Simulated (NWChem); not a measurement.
All runs are NWChem calculations. System: stibine (H3Sb), charge 0, spin multiplicity 1, at a geometry optimised with B3LYP/def2-SVP with def2 effective core potentials on Sb. Level: MP2/def2-TZVP with def2 effective core potentials on Sb, 4 core orbitals frozen.

Part of the output:

```
             Northwest Computational Chemistry Package (NWChem) 7.3.0
             --------------------------------------------------------

                                NWChem Input Module
                                -------------------

 Scaling coordinates for geometry "geometry" by  1.889725989
 (inverse scale =  0.529177249)

 Turning off AUTOSYM since
 SYMMETRY directive was detected!

                             Geometry "geometry" -> ""
                             -------------------------

 Output coordinates in angstroms (scale by  1.889725989 to convert to a.u.)

  No.       Tag          Charge          X              Y              Z
 ---- ---------------- ---------- -------------- -------------- --------------
    1 Sb                  51.0000     0.00055200     0.05413100     0.00000000
    2 H                    1.0000    -0.72025500    -0.91295500     1.23131800
    3 H                    1.0000    -0.72025500    -0.91295500    -1.23131800
    4 H                    1.0000     1.41233900    -0.93476900     0.00000000

 Effective nuclear repulsion energy (a.u.)      47.6169136943

            Nuclear Dipole moment (a.u.)
            ----------------------------
        X                 Y               Z
 ---------------- ---------------- ----------------
    -0.0000359048     0.0000037795     0.0000000000

      Symmetry information
      --------------------

 Group name             Cs
 Group number              2
 Group order               2
 No. of unique centers     3

      Symmetry unique atoms

     1    2    4


 Summary of "ao basis" -> "" (spherical)
 ------------------------------------------------------------------------------
       Tag                 Description            Shells   Functions and Types
 ---------------- ------------------------------  ------  ---------------------
 *                         def2-tzvp                  on all atoms

 Summary of "ao basis" -> "ao basis" (spherical)
 ------------------------------------------------------------------------------
       Tag                 Description            Shells   Functions and Types
 ---------------- ------------------------------  ------  ---------------------
 Sb                        def2-tzvp                16       50   6s5p3d2f
 H                         def2-tzvp                 4        6   3s1p

                                 NWChem SCF Module
                                 -----------------
[...]
    Atom       Charge   Shell Charges
 -----------   ------   -------------------------------------------------------
    1 Sb  23    22.88   0.15 -0.65  1.56  0.94  1.00  0.75 -0.47  6.43  0.91  1.62  0.44  9.04  0.97  0.16  0.02  0.00
    2 H    1     1.04   0.22  0.56  0.25  0.01
    3 H    1     1.04   0.22  0.56  0.25  0.01
    4 H    1     1.04   0.22  0.56  0.25  0.01

       Multipole analysis of the density wrt the origin
       ------------------------------------------------

     L   x y z        total         open         nuclear
     -   - - -        -----         ----         -------
     0   0 0 0     -0.000000      0.000000     26.000000

     1   1 0 0      0.001696      0.000000     -0.029244
     1   0 1 0      0.168888      0.000000     -2.864193
     1   0 0 1     -0.000000      0.000000      0.000000

     2   2 0 0    -21.022285      0.000000     10.828335
     2   1 1 0     -0.019931      0.000000     -0.015722
     2   1 0 1      0.000000      0.000000      0.000000
     2   0 2 0    -22.974136      0.000000      9.313909
     2   0 1 1      0.000000      0.000000      0.000000
     2   0 0 2    -21.022037      0.000000     10.828496

                   NWChem MP2 Semi-direct Energy/Gradient Module
                   ---------------------------------------------

  Basis functions       =     68
  Molecular orbitals    =     68
  Frozen core           =      4
  Frozen virtuals       =      0
  Active alpha occupied =      9
  Active beta occupied  =      9
  Active alpha virtual  =     55
  Active beta virtual   =     55
  Use MO symmetry       = T
  Use skeleton AO sym   = T

  AO/Fock/Back tols     =   1.0D-09  1.0D-09  1.0D-09

 GA uses MA = F    GA memory limited = T

 Available:
  local mem=  1.26D+08
 global mem=  1.44D+08
 local disk=  0.00D+00
  mp2_memr nvloc                    55
  nvloc new                    55
   1 passes of   9:        5242880                      34173                   3956301.
   1 passes of   9: M    126141956           G      144169952           F     120899076.

 Semi-direct pass number   1 of   1  for RHF alpha+beta  at        1.5s
  vrange nnbf                  2346
  mp2_eaftype                    15  avail_ma_in_mb                  1099
 EAF : mp2_eaftype filesize          15    1978151.
  mp2_eaf for mointskh                     15
Node 0 wrote      9.3 Mb in      0.0 s     Agg I/O rate:   975.3 Mb/s
 Done moints_semi at        3.4s
  mp2_eaftype                    15  avail_ma_in_mb                  1084
 EAF : mp2_eaftype filesize          15    1978151.
  mp2_eaf for kh                    15
 Done maket at        3.5s
 Done multipass loop at        3.5s

          -------------------------------------------
          SCF energy                -240.979311600150
          Correlation energy          -0.356068441152
          Singlet pairs               -0.191352943523
          Triplet pairs               -0.164715497629
          Total MP2 energy          -241.335380041302
          -------------------------------------------

          ---------------------------------------------------
                    Spin Component Scaled (SCS) MP2
          Same spin pairs                     -0.109810331753
          Same spin scaling factor             0.333333333333
          Opposite spin pairs                 -0.246258109400
          Opposite spin scaling fact.          1.200000000000
          SCS-MP2 correlation energy          -0.332113175197
          Total SCS-MP2 energy              -241.311424775347
          ---------------------------------------------------

 -----------------------
 Performance information
 -----------------------

 Timer overhead =  1.37D-07 seconds/call

               Nr. of calls         CPU time (s)                 Wall time (s)                GFlops
             ---------------    -------------------     ------------------------------   -------------------
Name         Min   Avg   Max    Min     Avg     Max     Min     Avg     Max   Mx/calls   Min     Max     Sum
mp2: moin     1     1     1    1.9     1.9     1.9      1.9     1.9     1.9     1.9      0.0     0.0     0.0
mp2: make     1     1     1   9.48E-2 9.48E-2 9.48E-2  9.48E-2 9.48E-2 9.48E-2 9.48E-2   0.0     0.0     0.0
mp2: tota     1     1     1    2.0     2.0     2.0      2.0     2.0     2.0     2.0      0.0     0.0     0.0

 The average no. of pstat calls per process was 3.00D+00
 with a timing overhead of 4.11D-07s

 Task  times  cpu:        3.5s     wall:        3.5s

 Total times  cpu:        3.5s     wall:        3.5s
```

Write an NWChem input that would produce this output.

One answer among several that fit: 
```
start mol
memory heap 200 mb stack 900 mb global 1100 mb
geometry units angstroms nocenter noautoz
  Sb     0.000552     0.054131     0.000000
  H     -0.720255    -0.912955     1.231318
  H     -0.720255    -0.912955    -1.231318
  H      1.412339    -0.934769     0.000000
  symmetry group Cs
end
basis spherical
  * library def2-tzvp
end
ecp
  Sb library def2-ecp
end
scf
  rhf
  nopen 0
  maxiter 100
  thresh 1e-7
  semidirect memsize 60000000 filesize 0
end
mp2
  freeze core 4
end
task mp2 energy
```
